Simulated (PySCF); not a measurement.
A small calculation by hand: chemical shift, span and skew from a shielding tensor

H2OSeZn, SMILES [Zn]([SeH])[OH]. Atoms are numbered in the order given.

```xyz
5

Zn     0.0094     0.8646     0.0000
O     -0.1187     2.6433     0.0000
H      0.7256     3.1125     0.0000
Se    -0.0439    -1.4327     0.0000
H      1.4333    -1.4867     0.0000
```

Geometry optimised at B3LYP-D3(BJ)/def2-SVP. The geometry has at least one imaginary mode, so it is a saddle point at that level. The values are those of a single conformer.

GIAO shieldings from KT2/pcSseg-1 (PySCF), non-relativistic, no solvent. The symmetric part of the tensor of Se4 has the principal values 2167.3, 2220.7, 2599.7 ppm. The same nucleus in Me2Se has σ = 1692.1 ppm at this level (PySCF, at its B3LYP-D3(BJ)/def2-TZVP geometry).

Question: Work out the isotropic shielding, the ⁷⁷Se shift against Me2Se, the span and the skew.

Answer: 
σ(iso) = (σ11 + σ22 + σ33)/3 = 2329.2 ppm. δ = σ(ref) − σ(iso) = 1692.1 − (2329.2) = -637.1 ppm.
Span Ω = σ33 − σ11 = 432.4 ppm. Skew κ = 3(σ(iso) − σ22)/Ω = 0.75. Tumbling in solution averages the tensor to δ; in a static solid the shielding alone would spread this spin-1/2 line over Ω.
